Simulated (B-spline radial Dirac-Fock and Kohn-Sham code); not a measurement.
Widths and yields of inner-shell holes in Dy⁺

System: the Dy⁺ ion in the configuration 1s2 2s2 2p6 3s2 3p6 3d10 4s2 4p6 4d10 4f10 5s2 5p6 6s1, inside a Watson sphere of charge -1 and radius 2.7 Å (a model of the Madelung potential; inside it an electron's potential energy is raised by 5.3 eV).

These are calculated numbers from a B-spline atomic structure program; the model is a relativistic independent-particle model: LDA orbitals of the hole state, radiative multipoles to third order, Auger rates from the Coulomb interaction with a continuum orbital, Dirac-Fock energies.

Partial widths are in eV. Coster-Kronig decay leaves a hole in the same principal shell; its rates are the weakest part of the model, often 1.5 to 2.5 times too large and more for N holes. Holes without an open Auger channel, or with an unreliable SCF state, are not listed.

```csv
hole,radiative,Auger,Coster-Kronig,total,fluorescence yield,lifetime (fs)
K (1s),23.2,1.42,0,24.6,0.942,0.0268
L1 (2s),0.465,1.77,2.75,4.98,0.0933,0.132
L2 (2p1/2),0.784,2.64,0.631,4.05,0.193,0.162
L3 (2p3/2),0.719,3.19,0,3.91,0.184,0.168
M1 (3s),0.0153,0.765,16.9,17.7,0.000862,0.0372
M2 (3p1/2),0.0156,0.845,8.24,9.10,0.00171,0.0723
M3 (3p3/2),0.0160,0.957,8.36,9.33,0.00171,0.0705
M4 (3d3/2),0.0116,1.13,0.642,1.78,0.00651,0.369
M5 (3d5/2),0.0110,1.16,0,1.17,0.00939,0.563
N1 (4s),0.000442,0.0740,11.8,11.9,3.72e-05,0.0554
N2 (4p1/2),0.000863,0.0720,9.98,10.0,8.59e-05,0.0655
N3 (4p3/2),0.000600,0.0762,8.18,8.26,7.27e-05,0.0797
N4 (4d3/2),0.000526,0.0639,3.64,3.71,0.000142,0.177
N5 (4d5/2),0.000483,0.0707,3.58,3.65,0.000132,0.180
```
